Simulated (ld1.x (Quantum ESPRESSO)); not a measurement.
**Plane-wave convergence, ultrasoft potential for Ag (Z = 47)**

Ag, ultrasoft, made with ld1.x (Quantum ESPRESSO) 7.5 (LDA (PZ), scalar-relativistic). Core [Kr], reference 4d10 5s1 5p0. Waves: 5s (bound): rcut 1.85, rcutus 2.15 bohr; 5s channel at 1.2 Ry: rcut 1.85, rcutus 2.15 bohr; 5p (bound, empty): rcut 2.70, rcutus 3.20 bohr; 5p channel at 0.6 Ry: rcut 2.70, rcutus 3.20 bohr; 4d (bound): rcut 1.40, rcutus 1.50 bohr; 4d channel at 0.65 Ry: rcut 1.40, rcutus 1.50 bohr. Local part: all-electron potential smoothed inside 2.15 bohr (lloc = -1). Core correction: Bessel-smoothed model core, default radius (core density twice the valence density). Augmentation charge: built from norm-conserving waves at rcut, not smoothed further.

The pseudo-atom Hamiltonian at the reference potential is diagonalised in spherical Bessel functions j_l(qr) that vanish at 20 bohr, with q² up to the cutoff. All-electron valence levels (Ry): 5s -0.3469, 5p -0.0622, 4d -0.5631.

Q: How do the lowest levels (Ry) of each channel move with the cutoff, and are there ghosts?

A:

```tsv
cutoff (Ry)	s #1	s #2	p #1	p #2	d #1	d #2	f #1	f #2	Σ f·Δε (mRy)
8	-0.3464	0.0129	-0.0621	0.0551	0.0600	0.1298	0.1128	0.2411	6232.7
18	-0.3469	0.0129	-0.0621	0.0551	-0.1588	0.0676	0.1128	0.2411	4044.3
30	-0.3469	0.0129	-0.0621	0.0551	-0.4852	0.0654	0.1128	0.2411	779.8
50	-0.3469	0.0129	-0.0621	0.0551	-0.5624	0.0652	0.1128	0.2411	7.5
70	-0.3469	0.0129	-0.0621	0.0551	-0.5629	0.0652	0.1128	0.2411	3.2
110	-0.3469	0.0129	-0.0621	0.0551	-0.5631	0.0652	0.1128	0.2411	0.5
400	-0.3469	0.0129	-0.0621	0.0551	-0.5632	0.0652	0.1128	0.2411	0.0
```

Result: no extra level below or beside the all-electron valence levels (s, p, d, f tested); 10 mRy is reached at 50 Ry and 1 mRy at 90 Ry.

Its largest configuration-test error is -859 meV.
